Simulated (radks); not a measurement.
Ge XXVIII, configuration [He] 2s2 2p1.

Calculated with a radial shooting solver on a logarithmic mesh with Libxc functionals: scalar-relativistic Kohn-Sham, BLYP, spin-polarised, spherical densities, finite nucleus; open shells are filled with parallel spins first; Fermi nuclear charge, rms radius 4.0742 fm.

Energy parts (Ry):
total: -2707.13379
kinetic: 2775.11156
electron-nucleus: -5626.96431
Hartree: 205.34203
exchange-correlation: -60.62306

Orbitals (lengths in bohr, moments of r in powers of bohr; r(90%) holds 90 % of the orbital's charge):
\begin{tabular}{lrrrrrr}
orbital & occ. & eigenvalue (Ry) & <r^4> & r(90%) & <r> & <r^2> \\ \hline
1s up & 1 & -943.7719 & 0.00002212 & 0.0835 & 0.04679 & 0.002941 \\
1s down & 1 & -943.1539 & 0.00002205 & 0.0835 & 0.04675 & 0.002937 \\
2s up & 1 & -213.6059 & 0.003292 & 0.298 & 0.1950 & 0.04451 \\
2s down & 1 & -212.4295 & 0.003324 & 0.299 & 0.1955 & 0.04471 \\
2p up & 1 & -205.5712 & 0.002159 & 0.269 & 0.1671 & 0.03369 \\
2p down & 0 & -204.1584 & 0.002188 & 0.270 & 0.1675 & 0.03389 \\
\end{tabular}

The highest occupied level is 2p up at -2796.9 eV. The electron density at the nucleus is 3.231e+04 e/bohr^3 (large components only).
